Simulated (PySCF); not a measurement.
Input of a response calculation (the driver script's job line, then coordinates in Å):

```
{"job": {"kind": "uv", "xc": "B3LYP", "basis": "def2-SVPD", "nstates": 8, "ntriplets": 3}, "charge": 0, "multiplicity": 1}
C     -3.154528     0.638413     0.024353
C     -1.866443     0.958618     0.094059
N     -0.775264     0.110513     0.087410
C     -1.032840    -1.314100    -0.004703
Al     0.821601     0.978459     0.197025
O      2.281837     0.226015     0.212103
C      3.538407    -0.389251     0.238021
H     -3.909884     1.402546     0.041507
H     -3.502295    -0.376170    -0.049831
H     -1.563801     2.003673     0.168019
H     -0.077762    -1.841104     0.018926
H     -1.550129    -1.560056    -0.937547
H     -1.647575    -1.655646     0.834033
H      0.810620     2.488438     0.279847
H      3.778362    -0.790973    -0.749038
H      3.540429    -1.205596     0.963924
H      4.302264     0.338251     0.520366
```

The program printed, after the SCF cycles:

```
converged SCF energy = -530.6461741804

Static polarisability (au): isotropic 91.254, principal 66.381 84.391 122.992

Singlet excitations
state   eV       nm        f      main configurations
  1   4.5363    273.3   0.00163   H->L+1 0.96
  2   4.5579    272.0   0.10587   H->L 0.98
  3   5.5405    223.8   0.01605   H->L+2 0.79, H->L+3 0.16
  4   5.7174    216.9   0.02138   H->L+3 0.72, H->L+2 0.13
  5   5.9249    209.3   0.00342   H->L+5 0.88
  6   6.2870    197.2   0.37821   H->L+4 0.82
  7   6.3411    195.5   0.01335   H->L+6 0.83
  8   6.3837    194.2   0.00623   H-1->L 0.97

Triplet excitations (Tamm-Dancoff, eV): 4.0720 4.3359 4.4279
```

Computed, not measured: PySCF 2.14.0, density-fitted response routines, TDDFT B3LYP/def2-SVPD, vertical, gas phase, core orbitals frozen in the response. The structure is a single GFN2-xTB conformer in the gas phase; no vibrational or solvent corrections.

Q: Which orbital energies lie behind H and L?

A: HOMO -5.63 eV and LUMO -0.39 eV, a gap of 5.24 eV; state 1 differs from that by -0.71 eV.

Q: How much of the mean polarisability do the listed states account for?

A: The sum over states Σ f/ΔE² (ΔE in hartree) gives 12.22 au, 13% of the total; the rest comes from higher roots of the same response equations.

Q: What transition dipole goes with state 6?

A: |μ|² = 3f / (2ΔE) = 3 × 0.3782 / (2 × 0.2310) ≈ 2.455 au, so |μ| = 3.98 D.

Q: What is the polarisability anisotropy, √(½[(α1 − α2)² + (α2 − α3)² + (α3 − α1)²])?

A: 50.10 au.

Q: What is the gap between the lowest singlet and the lowest triplet?

A: 4.5363 − 4.0720 = 0.4643 eV (full response against Tamm–Dancoff).

Q: Which species is it?

A: `C=C[N](C)[AlH][O]C` (C4H10AlNO).

H and L stand for HOMO and LUMO.

Conformer computed: `[CH2:1]=[CH:2][N:3]([CH3:4])[AlH:5][O:6][CH3:7]`: C1–C2–N3–C4 0°, C2–N3–Al5–O6 180°.
